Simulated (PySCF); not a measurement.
B(F)(H)(NHMe) (CH5BFN), SMILES CNBF. The structure is a stationary point at PBE0-D3(BJ)/def2-SVP. Other conformers were not sampled.

Computed with PBE0-D3(BJ)/def2-SVP run with PySCF.

Harmonic wavenumbers (cm⁻¹): 173, 222, 276, 502, 679, 913, 1000, 1091, 1149, 1163, 1247, 1317, 1449, 1466, 1482, 1600, 2635, 3036, 3108, 3166, 3631. Rotational constants (GHz): 41.56, 3.852, 3.606; symmetry number 1.

### Question
Work out the zero-point energy and the ideal-gas rigid-rotor harmonic-oscillator thermochemistry at 298.15 K and 1 atm.

### Answer
ZPE = ½ Σ hcν = ½ × 31305 cm⁻¹ = 187.24 kJ/mol. H − E(el) = 202.74 kJ/mol. Entropy in J/(mol K): translation 159.99, rotation 99.73, vibration 30.92, total 290.63. G − E(el) = 116.09 kJ/mol. Cp = 74.09 J/(mol K).
